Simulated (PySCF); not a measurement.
In(H)(OH)(OMe) (CH₅InO₂), SMILES [OH][InH][O]C.

Geometry: PBE0-D3(BJ)/def2-SVP. The def2 effective core potentials stand for the cores of In; spin–orbit coupling is left out. The values are those of a single conformer.

All values below come from PBE0-D3(BJ)/def2-SVP (PySCF).

Frequencies are harmonic and unscaled.

| mode | ν (cm⁻¹) | IR (km/mol) | moving atoms (share of kinetic energy) |
|---|---|---|---|
| 1 | 63 | 0.8 | H 87 %, O 12 % |
| 2 | 101 | 6.7 | O 51 %, C 25 %, H 19 % |
| 3 | 117 | 23.7 | O 56 %, H 28 %, C 12 % |
| 4 | 235 | 12.4 | O 40 %, C 26 %, H 19 %, In 15 % |
| 5 | 284 | 77.1 | H 93 % |
| 6 | 397 | 59.9 | H 92 % |
| 7 | 434 | 131.8 | H 92 % |
| 8 | 549 | 39.0 | O 68 %, In 13 %, C 11 % |
| 9 | 606 | 45.0 | O 85 %, In 11 % |
| 10 | 778 | 82.7 | H 93 % |
| 11 | 1153 | 205.8 | O 45 %, C 42 %, H 13 % |
| 12 | 1176 | 0.0 | H 77 %, C 19 % |
| 13 | 1202 | 13.6 | H 65 %, C 21 %, O 14 % |
| 14 | 1473 | 0.6 | H 96 % |
| 15 | 1474 | 26.8 | H 89 %, C 10 % |
| 16 | 1477 | 10.9 | H 95 % |
| 17 | 1868 | 106.9 | H 99 % |
| 18 | 2988 | 121.4 | H 98 % |
| 19 | 3065 | 52.4 | H 90 %, C 10 % |
| 20 | 3075 | 32.4 | H 90 %, C 10 % |
| 21 | 3904 | 52.1 | H 94 % |
